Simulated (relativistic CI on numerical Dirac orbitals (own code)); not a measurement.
Level scheme of Sm XXII

Computed by Dirac-Coulomb-Breit CI, orbitals from a KLI potential per configuration, model QED (radiative potential, 1s self-energy scaled to tabulated hydrogen-like ionisation energies), unscaled Slater integrals (own radial code, finite nucleus).

Configuration list (outside the closed core [Ar] 3d10): 4s²4p⁶4d⁵, 4s²4p⁵4d⁶, 4s²4p⁶4d⁴4f, 4s4p⁶4d⁵4f, 4p⁶4d⁷, 4p⁵4d⁸, 4s²4p⁶4d³5s², 4s²4p⁶4d²4f5s², 4s4p⁶4d³4f5s². Double excitations out of closed p, d and f shells are left out; levels of such configurations are missing from the list, as are those of other unlisted configurations, and high levels can miss mixing partners.

The lowest level is 4s²4p⁶4d⁵ ⁶S5/2, with 66 % of that term; Hund's rules for 4s²4p⁶4d⁵ give ⁶S with J = 5/2, in agreement.

```tsv
No.	Configuration	Term	J	E (cm⁻¹)	%	Landé g	Lifetime (s)
1	4s²4p⁶4d⁵	⁶S	5/2	0	66	1.816	
2	4s²4p⁶4d⁵	²F	5/2	43272	26	1.093	7.29e-04
3	4s²4p⁶4d⁵	⁴G	7/2	67517	52	1.120	1.71e-03
4	4s²4p⁶4d⁵	⁴D	3/2	70241	43	1.316	3.41e-04
5	4s²4p⁶4d⁵	⁴G	11/2	71661	60	1.178	
6	4s²4p⁶4d⁵	⁴G	9/2	77782	67	1.162	3.54e-02
7	4s²4p⁶4d⁵	⁴G	5/2	78137	35	1.104	5.68e-04
8	4s²4p⁶4d⁵	⁴P	1/2	84199	61	1.840	8.88e-03
9	4s²4p⁶4d⁵	⁴D	7/2	97770	36	1.208	1.62e-03
10	4s²4p⁶4d⁵	²D	5/2	102055	36	1.232	3.14e-04
11	4s²4p⁶4d⁵	²F	7/2	112362	30	1.164	8.72e-04
12	4s²4p⁶4d⁵	²I	11/2	112366	63	1.038	8.48e-04
13	4s²4p⁶4d⁵	²D	3/2	116939	49	0.902	1.23e-03
14	4s²4p⁶4d⁵	⁴D	1/2	118320	71	0.716	4.90e-04
15	4s²4p⁶4d⁵	²G	9/2	120528	46	1.151	9.00e-04
16	4s²4p⁶4d⁵	⁴P	3/2	123425	46	1.106	1.89e-04
17	4s²4p⁶4d⁵	²I	13/2	124594	100	1.075	4.13e-03
18	4s²4p⁶4d⁵	²F	5/2	131219	35	1.019	3.01e-04
19	4s²4p⁶4d⁵	²H	9/2	143726	53	1.103	2.60e-04
20	4s²4p⁶4d⁵	⁴F	5/2	149885	44	1.054	2.33e-04
21	4s²4p⁶4d⁵	²G	7/2	150408	60	1.000	1.03e-03
22	4s²4p⁶4d⁵	²D	3/2	161589	71	0.763	5.30e-04
23	4s²4p⁶4d⁵	²F	5/2	161711	38	1.150	1.37e-04
24	4s²4p⁶4d⁵	²F	7/2	165213	59	1.072	3.27e-04
25	4s²4p⁶4d⁵	²S	1/2	170697	69	1.899	2.44e-04
26	4s²4p⁶4d⁵	⁴F	7/2	178454	42	1.191	1.86e-04
27	4s²4p⁶4d⁵	²G	9/2	179376	53	1.101	4.75e-04
28	4s²4p⁶4d⁵	²H	11/2	182949	65	1.065	1.81e-04
29	4s²4p⁶4d⁵	²D	3/2	193372	70	0.852	1.30e-04
30	4s²4p⁶4d⁵	²D	5/2	204779	66	1.117	1.45e-04
31	4s²4p⁶4d⁵	²G	9/2	212192	91	1.110	2.75e-04
32	4s²4p⁶4d⁵	²D	5/2	217206	52	1.100	1.82e-04
33	4s²4p⁶4d⁵	²G	7/2	224044	77	0.947	2.24e-04
34	4s²4p⁶4d⁵	²P	3/2	231782	79	1.219	3.67e-04
35	4s²4p⁶4d⁵	²P	1/2	255576	83	0.872	1.82e-04
36	4s²4p⁶4d⁵	²D	5/2	274259	87	1.185	8.88e-05
37	4s²4p⁶4d⁵	²D	3/2	283632	78	0.892	1.15e-04
38	4s²4p⁵4d⁶	⁶F°	11/2	918593	77	1.408	1.95e-09
39	4s²4p⁵4d⁶	⁴D°	7/2	945813	35	1.431	9.28e-11
40	4s²4p⁵4d⁶	⁴P°	5/2	947250	45	1.454	6.54e-10
41	4s²4p⁵4d⁶	⁶D°	9/2	949814	56	1.441	2.63e-09
42	4s²4p⁵4d⁶	⁶F°	9/2	960052	61	1.374	4.10e-10
43	4s²4p⁵4d⁶	⁶P°	5/2	969613	40	1.636	3.21e-11
44	4s²4p⁵4d⁶	⁶P°	3/2	971692	45	2.120	3.03e-11
45	4s²4p⁵4d⁶	⁴P°	1/2	976599	28	1.977	6.72e-10
```

Energies count from the lowest computed level; ° marks odd parity; lifetimes are radiative, by E1, M1, E2, M2, E3 decay to levels of this space only; some are left blank where a channel outside the calculation adds to the decay or the decay crosses a small, uncertain gap.

The mean weight of the leading LS term, summed over parents, in these 45 levels is 57 %, and that of the leading jj configuration (from the same eigenvectors) 68 %, so jj coupling describes them better and the LS labels are nominal.

At this charge energies of transitions that change n are usually good to better than 1 %, and those within a shell (Δn = 0) to a few per cent. Terms inside the open d or f shell come out 10 to 20 % too wide with unscaled integrals.

LS names give the leading component of a level, which can be under half, so a name can repeat, a term be missing and a line seem to break the LS rules.
